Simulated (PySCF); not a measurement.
N+: excitation energy

N+ [He] 2s2 2p2 (3P) → N+ [He] 2s1 2p2 3s1 (5P), as a difference of total energies. All numbers are calculated (PySCF 2.14, no relativity, point nucleus, in aug-cc-pVQZ). Correlated levels: valence: 1s2 frozen. The calculations carry no spin-orbit coupling.

```csv
method,excitation energy (eV)
UHF,23.346
LDA,25.110
PBE,25.015
PBE0,24.986
r2SCAN,24.764
TPSS,25.407
B3LYP,25.624
wB97M-V,25.294
r2SCANh,24.785
ROHF,23.190
MP2 (valence),24.969
SCS-MP2 (valence),25.396
```

**Question.** How much does correlation contribute at MP2 (valence)?

**Answer.** 24.969 − (23.346) = 1.623 eV, measured against UHF.

The promoted electron is Rydberg-like, and one or two diffuse shells describe it only roughly, which tends to raise the upper state.
